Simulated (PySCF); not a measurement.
CH6ClNOSi, SMILES C[Si](N)(O)Cl. Geometry optimised at PBE0-D3(BJ)/def2-SVP. The structure was generated by enumeration, and PubChem lists no compound with its InChIKey, so it may never have been made. One conformer was computed; it need not be the lowest.

Method: PBE0-D3(BJ)/def2-SVP run with PySCF.

Harmonic wavenumbers (cm⁻¹): 138, 164, 175, 200, 255, 262, 292, 354, 480, 519, 696, 744, 781, 813, 857, 906, 957, 1273, 1425, 1427, 1547, 3063, 3167, 3176, 3602, 3699, 3926. Rotational constants (GHz): 3.525, 2.317, 2.207; symmetry number 1.

Problem. Work out the zero-point energy and the ideal-gas rigid-rotor harmonic-oscillator thermochemistry at 298.15 K and 1 atm.

Solution. ZPE = ½ Σ hcν = ½ × 34901 cm⁻¹ = 49.89 kcal/mol. H − E(el) = 55.52 kcal/mol. Entropy in cal/(mol K): translation 40.05, rotation 27.28, vibration 18.59, total 85.91. G − E(el) = 29.90 kcal/mol. Cp = 29.51 cal/(mol K). Modes under 150 cm⁻¹ make the vibrational entropy uncertain.
